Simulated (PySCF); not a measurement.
# Predicted spectroscopic data

[PySCF 2.14.0 with density-fitted response routines: σ from GIAO-PBE0/pcSseg-1; coordinates at the GFN2-xTB level; non-relativistic Hamiltonian; a single conformation; rapidly exchanging positions averaged; no solvent model]

Referencing at the same level of theory: $^{1}$H, $^{13}$C vs TMS. Where no couplings were computed, multiplicities follow the n + 1 count of equivalent neighbours, and m marks all less simple cases (inequivalent or close neighbours, rings, F or P nearby). Acid and N–H amide carbonyl carbons lie up to 10 ppm further downfield in solution (hydrogen bonding). Shifts are as computed. Against solution values, carbons near 30 ppm lie about +3 ppm off and those near 130 ppm about +5 ppm. Of 1309 compounds with measured shifts, 239 miss one by over three times the rms of a fit or turn the order of signals round; such compounds aren't used in these exercises. OH and NH positions are gas-phase values without hydrogen bonding to other molecules.

Compound 1 (C₆H₉NOSi). $^{1}$H NMR (500 MHz, computed): δ 6.92 (br s, 1H), 6.22 (br s, 1H), 5.13 (br s, 1H), 5.06 (s, 2H), 3.02 (s, 1H), 2.09 (s, 3H). $^{13}$C{$^{1}$H} NMR (computed): δ 178.8, 151.6, 132.4, 90.6, 90.0, 24.0. Structure: `[SiH2](C(C#C)=C)NC(C)=O`.

Compound 2 (C₆H₉NOSi). $^{1}$H NMR (500 MHz, computed): δ 5.06 (m, 1H), 3.38 (m, 1H), 2.38 (m, 1H), 2.04 (m, 1H), 1.98 (m, 1H), 1.77 (m, 1H), 1.23 (m, 1H), 0.05 (m, 1H), -0.39 (br s, 1H). $^{13}$C{$^{1}$H} NMR (computed): δ 124.8, 60.4, 26.0, 23.2, 16.8, 11.4. Structure: `C1[Si@@H](C#N)[C@]2(C1)C[C@H]2O`.
